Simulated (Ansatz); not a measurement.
Consider the ligand exchange at a B–C bond: `B[CH2][SnH2][CH3]` + `N[SiH]([SiH3])S` → `BN[SiH]([SiH3])S` + `[CH3][SnH2][CH3]`.

Gas-phase electronic energies from Ansatz, PBE0-D4/def2-TZVP geometries. CBS: MP2 limit from def2 TZ/QZ plus the TZ coupled-cluster correction, frozen cores. Elements past krypton have def2 core potentials. For Sn outer-core shells are correlated without core-valence functions, which leaves a few kJ/mol of doubt a bond. Each species was taken in one conformer, which may not be the lowest.

`B[CH2][SnH2][CH3]`:

Cartesian coordinates in Å:
```
B -1.061 -1.823 -0.334
C 0.399 -1.438 -0.356
Sn -0.013 0.718 -0.632
C 0.619 1.704 1.154
H -1.690 -1.766 0.688
H -1.639 -2.097 -1.349
H 0.968 -1.448 0.574
H 1.011 -1.702 -1.218
H -1.669 1.026 -0.927
H 0.893 1.207 -1.996
H 1.683 1.529 1.318
H 0.442 2.777 1.076
H 0.057 1.312 2.001
```

`N[SiH]([SiH3])S`:

```xyz
11

N    -1.579    0.203   -1.099
Si   -0.659   -0.050    0.322
Si    1.524   -0.691   -0.224
S    -0.533    1.765    1.488
H    -1.252    0.827   -1.819
H    -2.585    0.181   -1.061
H    -1.375   -1.096    1.100
H     2.379   -0.643    0.994
H     2.078    0.263   -1.224
H     1.578   -2.065   -0.792
H     0.423    1.307    2.314
```

`BN[SiH]([SiH3])S`:

Z-matrix (Å, degrees):
```
Si
N 1 1.746
S 1 2.142 2 112.0
Si 1 2.337 2 110.3 3 123.4
H 1 1.487 2 109.5 3 -112.0
B 2 1.398 1 126.4 3 -118.6
H 2 1.012 1 116.4 3 59.5
H 3 1.344 1 94.9 2 68.5
H 4 1.488 1 106.8 2 175.1
H 4 1.486 1 112.7 2 55.3
H 4 1.487 1 109.7 2 -67.1
H 6 1.200 2 118.9 1 -0.5
H 6 1.197 2 120.1 1 179.3
```

`[CH3][SnH2][CH3]`:

```xyz
11

C    -1.122   -0.919    1.063
Sn    0.647    0.148    0.499
C     0.499    0.777   -1.543
H    -1.055   -1.244    2.102
H    -1.246   -1.797    0.428
H    -1.996   -0.277    0.951
H     2.017   -0.864    0.693
H     0.840    1.519    1.511
H     0.382   -0.091   -2.193
H    -0.364    1.431   -1.671
H     1.398    1.318   -1.840
```

| level | ΔE (kJ/mol) |
| --- | --- |
| HF/def2-TZVPP | -115.3 |
| SCS-MP2/def2-TZVPP | -110.5 |
| MP2/def2-QZVPP | -105.1 |
| CCSD/CBS(def2) | -106.0 |

(1) What does CCSD(T)/CBS give? (An estimate is asked.)

Largest T1 diagnostic among the species: 0.013.

## Answers

(1) Ansatz gave: -105.5 kJ/mol. The listed levels differ from it by -9.8, -5.0, 0.4, -0.5 kJ/mol.

In def2-TZVPP, CCSD(T) changes the Hartree–Fock value by +5.3 kJ/mol (the triples alone add +0.5 kJ/mol) and MP2 by +7.3 kJ/mol.
